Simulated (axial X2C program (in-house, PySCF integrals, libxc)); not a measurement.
# WS⁺ at several levels of theory

All values were computed with an in-house relativistic program for diatomic molecules. Spin-free means the one-electron spin-free X2C Hamiltonian; two-component (2c) means X2C with spin–orbit coupling and atomic mean-field two-electron Coulomb and Gaunt terms, so the difference of the two also holds small scalar two-electron terms. Basis: W dyall-cv3z [13s14p9d7f4g], S dyall-av3z [9s8p3d2f] (cores contracted in-house); Gaussian nuclei, density fitting, unrestricted open shells. Masses: W 183.951 u, S 31.972 u.

State, spin-free: M_S = 3/2, Λ = 0 (beyond evenly filled blocks: σα, δ+α, δ-α); electrons by block: σα: 18, σβ: 17, π+α: 9, π+β: 9, π-α: 9, π-β: 9, δ+α: 4, δ+β: 3, δ-α: 4, δ-β: 3, φ+α: 1, φ+β: 1, φ-α: 1, φ-β: 1. Fragments: W+ + S.

State, 2c: Ω = 3/2 (⟨Sz⟩ = 1.49, ⟨Lz⟩ = 0.01 at HF); electrons by block: 1/2: 27, -1/2: 26, 3/2: 12, -3/2: 13, 5/2: 5, -5/2: 4, 7/2: 1, -7/2: 1. Fragments: W+ + S.

| Hamiltonian | level | Re (Å) | ωe (cm⁻¹) | ωexe (cm⁻¹) | Be (cm⁻¹) | De (eV) | k (mdyn/Å) | μ (D) |
| --- | --- | --- | --- | --- | --- | --- | --- | --- |
| spin-free | PBE0 | 2.045 | 588.6 | 2.4 | 0.1479 | 5.36 | 5.56 | -1.80 |
| spin-free | HF | 2.174 | 365.3 | 2.84 | 0.1309 | 2.19 | 2.14 | -1.84 |
| spin-free | r2SCAN0 | 2.044 | 578.3 | 2.6 | 0.1482 | 5.06 | 5.37 | -1.98 |
| 2c | HF | 2.173 | 365.9 | 2.86 | 0.131 | n/a | 2.15 | -1.86 |
| 2c | r2SCAN0 | 2.044 | 576.0 | 2.59 | 0.1482 | n/a | 5.33 | -1.97 |

Dipoles are positive if S is the positive end and refer to the centre of mass.

Occupations by symmetry block were frozen at the best pattern of an incomplete PBE0 search. De is counted from the lowest determinant-based energies of the atoms at the same level, without counterpoise correction. De is not given where an atomic determinant may have missed its ground term or J level, or where the truncated virtual space spoils (T). Density functionals use the spin component along the axis (collinear). The functionals have no current-density term, which raises determinants with orbital currents, atoms included. With several unpaired electrons one determinant need not be a pure state. This is the top spin component of a Σ state; components of lower Ω are not single determinants and can lie lower. The determinant is spin-polarised beyond a pure state at some levels (its spin-free form has ⟨S²⟩ too high), which makes Re and μ there less reliable.

No reliable constants came from CCSD (2c), CCSD (spin-free), CCSD(T) (2c), CCSD(T) (spin-free), MP2 (2c), MP2 (spin-free), PBE0 (2c): no minimum in range, unconverged points, a curve that is not smooth, a change of character along it, or the two Hamiltonians disagreeing along it.

Rough cost a point (2c) on 1 thread(s) of a shared host, integrals apart: HF 1.9 s, r2SCAN0 2.5 s.

The whole task took 6.3 min on 1 thread of Arm Neoverse V2, on a shared host.
